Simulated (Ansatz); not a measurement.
Reaction (substitution at a C–Si bond): `N=C(O)[SiH3]` + `[OH][InH2]` → `N=C(O)[O][InH2]` + SiH₄

Program: Ansatz. Geometries: PBE0-D4/def2-TZVP. ΔE: electronic, gas phase. CBS: MP2 limit from def2 TZ/QZ plus the TZ coupled-cluster correction, frozen cores. This one scheme is used for every species. DFT in def2-TZVPP. B3LYP here is the variant with VWN-RPA as its local correlation; programs differ in this. Elements past krypton have def2 core potentials. For In outer-core shells are correlated without core-valence functions, which leaves a few kJ/mol of doubt a bond. One conformer a species, not always the lowest.

| level | ΔE (kJ/mol) | difference from CCSD(T)/CBS |
| --- | --- | --- |
| revPBE-D4 | -0.8 | -0.6 |
| B3LYP-D4 | -5.8 | -5.6 |
| BHLYP-D4 | -16.0 | -15.8 |
| CAM-B3LYP-D4 | -10.3 | -10.1 |
| ωB97X-V | -11.2 | -11.0 |
| ωB97M-V | -6.5 | -6.3 |
| B2PLYP | -3.5 | -3.3 |
| PBE-QIDH | -11.3 | -11.1 |
| B3LYP | -4.2 | -4.0 |
| CAM-B3LYP | -9.4 | -9.2 |
| LC-ωPBE | -10.1 | -9.9 |
| CCSD(T)/def2-SVP | -30.0 | -29.8 |
| MP2/def2-TZVPP | -2.3 | -2.1 |
| CCSD/def2-TZVPP | -8.3 | -8.1 |
| CCSD(T)/def2-TZVPP | -5.9 | -5.7 |
| SCS-MP2/def2-QZVPP | -0.5 | -0.3 |
| CCSD(T)/CBS | -0.2 | 0 |

Largest T1 diagnostic among the species: 0.017.

In def2-TZVPP, CCSD(T) changes the Hartree–Fock value by +23.3 kJ/mol (the triples alone add +2.4 kJ/mol) and MP2 by +27.0 kJ/mol. At CCSD(T), def2-SVP lies −29.8 kJ/mol from the extrapolated value and def2-TZVPP −5.7 kJ/mol. From BLYP to BHLYP (50 % exact exchange), in def2-TZVPP and without D4, ΔE moves by −18.7 kJ/mol.
